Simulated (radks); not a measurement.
Results of a calculation; reference values are marked as such.
Spherical jellium clusters: N electrons in a uniform positive sphere of charge N and radius rs N^(1/3), rs = 2.27 bohr. Level of theory: non-relativistic Kohn-Sham, PBEsol, spin-polarised, spherical densities (a radial shooting solver with Libxc functionals). Levels are named by radial order and angular momentum (1s, 1p, 1d, 2s, ...), and open shells are averaged over m.

N = 13, configuration 1s2 1p6 1d(up 5, down 0). This is the lowest configuration that the search found. Occupied and some empty levels:

| level | occupation | eigenvalue (eV) | <r> (bohr) |
|---|---|---|---|
| 1s up | 1 | -10.123 | 3.421 |
| 1s down | 1 | -9.5746 | 3.207 |
| 1p up | 3 | -7.1206 | 4.274 |
| 1p down | 3 | -6.1782 | 4.155 |
| 1d up | 5 | -3.7356 | 5.079 |
| 2s up | 0 | -3.0830 | 5.098 |
| 1d down | 0 | -2.6219 | 5.098 |
| 2s down | 0 | -2.4047 | 5.215 |
| 1f up | 0 | -0.38803 | 6.560 |

Energy (eV): total -8.37079, kinetic 61.413, external -982.29, Hartree 469.30, exchange-correlation -73.747, background 516.95.

Electron density:

| r (bohr) | n(r) (e/bohr^3) |
|---|---|
| 0.186 | 0.01265 |
| 0.890 | 0.01428 |
| 1.59 | 0.01735 |
| 2.30 | 0.02039 |
| 3.00 | 0.02158 |
| 3.70 | 0.01962 |
| 4.41 | 0.01475 |
| 5.11 | 0.008972 |
| 5.81 | 0.004523 |
| 6.51 | 0.002030 |
| 7.22 | 0.0008521 |
| 7.92 | 0.0003473 |
| 8.62 | 0.0001409 |
| 9.33 | 0.00005755 |
